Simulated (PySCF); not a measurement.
# Spinor energies of Ti⁴⁺ (titanium, charge +4)

Start: [Ar]. Calculated with PySCF 2.14 in x2c-TZVPPall-2c: generalised Hartree-Fock with the X2C-1e Hamiltonian and a Gaussian nucleus; one run each with spin-orbit coupling (SO) switched off, then screened by Boettger's factors.

```json
{"spinor shell": "1s1/2", "electrons": "2", "ε, spin-free (eV)": "-5072.2", "ε, screened SO (eV)": "-5072.2", "weight of nominal j (screened SO)": "1.000", "rms radius, screened SO (bohr)": "0.0804"}
{"spinor shell": "2s1/2", "electrons": "2", "ε, spin-free (eV)": "-645.19", "ε, screened SO (eV)": "-645.18", "weight of nominal j (screened SO)": "1.000", "rms radius, screened SO (bohr)": "0.350"}
{"spinor shell": "2p1/2", "electrons": "2", "ε, spin-free (eV)": "-540.76", "ε, screened SO (eV)": "-544.75", "weight of nominal j (screened SO)": "1.000", "rms radius, screened SO (bohr)": "0.318"}
{"spinor shell": "3s1/2", "electrons": "2", "ε, spin-free (eV)": "-130.68", "ε, screened SO (eV)": "-130.67", "weight of nominal j (screened SO)": "1.000", "rms radius, screened SO (bohr)": "1.04"}
{"spinor shell": "3p1/2", "electrons": "2", "ε, spin-free (eV)": "-99.420", "ε, screened SO (eV)": "-99.944", "weight of nominal j (screened SO)": "1.000", "rms radius, screened SO (bohr)": "1.11"}
{"spinor shell": "3p3/2", "electrons": "4", "ε, spin-free (eV)": "-99.420", "ε, screened SO (eV)": "-99.162", "weight of nominal j (screened SO)": "1.000", "rms radius, screened SO (bohr)": "1.11"}
```

**Question.** Where does 2p3/2 lie, and what is the 2p spin-orbit splitting (screened SO)?

**Answer.** At -538.79 eV, 5.965 eV above 2p1/2.

```tsv
quantity	spin-free	screened SO
E (hartree)	-849.52357	-849.53005
M_J	0	0
⟨J²⟩	0.000	0.000
⟨L²⟩	0.000	0.000
⟨S²⟩	0.000	0.000
```

Without spin-orbit coupling the j labels of p, d and f shells carry no meaning; the spin-free column gives the mean over the occupied spinors of each nl shell.
